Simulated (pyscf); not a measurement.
# HS–Ge:–Cl (SMILES [SH][Ge][Cl]), singlet

Gas-phase minimum from PySCF at ωB97X-D3(BJ)/def2-SVP, one conformer. Other isomers of HS–Ge:–Cl [singlet] were not searched in full and may lie lower. 

```xyz
4

S      0.5376    -0.9136    -0.1821
Ge    -0.2229     0.4968    -1.7148
Cl    -0.2607     2.2367    -0.3909
H      0.5456    -1.9644    -1.0292
```

Bond lengths (Å): S1–Ge2 2.217, S1–H4 1.350, Ge2–Cl3 2.187. Angles (°): Ge2–S1–H4 93.6, S1–Ge2–Cl3 95.4.

Properties at ωB97X-D3(BJ)/def2-SVP:

| Quantity | Result |
|---|---|
| Harmonic wavenumbers, unscaled | 152, 384, 410, 422, 739, 2742 cm⁻¹ |
| Zero-point energy | 6.9 kcal/mol |
| Rotational symmetry number | 1 |
| Entropy of this conformer at 298 K and 1 atm, rigid rotor and harmonic oscillator, modes under 100 cm⁻¹ raised to 100 | 306.0 J/(mol K) |
| Dipole moment | 2.65 D |

Single-point totals, which compare only within one level (frozen core for MP2 and CC):

```json
[
 {"level": "ωB97X-D3(BJ)/def2-TZVP", "total energy (hartree)": "-2936.06454"},
 {"level": "PBE/def2-TZVP", "total energy (hartree)": "-2935.42835"},
 {"level": "r²SCAN/def2-TZVP", "total energy (hartree)": "-2936.02958"},
 {"level": "B3LYP-D3(BJ)/def2-TZVP", "total energy (hartree)": "-2936.18558"},
 {"level": "PBE0-D3(BJ)/def2-TZVP", "total energy (hartree)": "-2935.54859"},
 {"level": "M06-2X/def2-TZVP", "total energy (hartree)": "-2936.06638"},
 {"level": "ωB97M-D3(BJ)/def2-TZVP", "total energy (hartree)": "-2936.21680"},
 {"level": "HF/def2-TZVPP", "total energy (hartree)": "-2933.07861"},
 {"level": "MP2/def2-TZVPP", "total energy (hartree)": "-2933.67070"},
 {"level": "CCSD/def2-TZVPP", "total energy (hartree)": "-2933.70247"},
 {"level": "CCSD(T)/def2-TZVPP", "total energy (hartree)": "-2933.73153"}
]
```

Soft torsions are taken as harmonic, which can shift the entropy by several J/(mol K). The CCSD(T) − MP2 part came from Ansatz, without density fitting, on the same reference. The frozen core leaves the outer d or s,p core shells of the metals and heavy elements correlated in the MP2 and CC values, and def2-TZVPP describes them poorly, so these totals are far from the basis limit. Elements up to Kr have no core potential and no relativistic terms here.
